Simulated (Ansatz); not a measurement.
`COB(F)OC` → `COBF` + `C=O` at 700 K and 1 bar (β-hydride elimination).

Gas-phase electronic energies from Ansatz, PBE0-D4/def2-TZVP geometries. CCSD(T)/CBS adds triple-zeta CCSD(T) − MP2 to the extrapolated MP2 energy (def2 sets, frozen cores). This one scheme is used for every species. One conformer a species, not always the lowest.

```csv
species,CCSD(T)/CBS energy (Eh),H − E (kJ/mol),S (J/(mol·K))
`COB(F)OC`,-354.79573,325.2,486.8
`COBF`,-240.31409,207.2,369.4
`C=O`,-114.39408,97.4,254.3
```

H − E and S are ideal-gas, rigid-rotor, harmonic terms from PBE0-D4/def2-TZVP, for one conformer and one mirror image of each species. 1 Eh = 2625.50 kJ/mol, R = 8.31446 J/(mol·K).

Task: By hand: ΔE, ΔH, ΔS and ΔG.

Result: ΔE = (-240.31409) + (-114.39408) − (-354.79573) = 0.08756 Eh = 229.9 kJ/mol. Δ(H − E) = 207.2 + 97.4 − 325.2 = -20.6, so ΔH = 209.3 kJ/mol. ΔS = 369.4 + 254.3 − 486.8 = 136.9 J/(mol·K). ΔG = 209.3 − 700 × (136.9)/1000 = 113.5 kJ/mol.

Task: By hand: the equilibrium constant, and the temperature at which ΔG would vanish if ΔH and ΔS stayed fixed.

Result: log₁₀ K = −ΔG/(RT ln 10) = -8.5. ΔG = 0 at ΔH/ΔS = 1529 K.

The number of gas molecules changes by +1, which sets the sign of ΔS. A doubt of 5 kJ/mol in ΔE shifts log₁₀ K by 0.4 here. Other conformers and mirror images would add mixing entropy, several J/(mol·K) or more a flexible species. Modes under 60 cm⁻¹, often nearly free rotors, make the harmonic entropy too high. These are equilibria of isolated gas molecules and say nothing of rates. Largest T1 diagnostic: 0.015 (customary marks: 0.02 for closed shells, 0.045 for open ones).
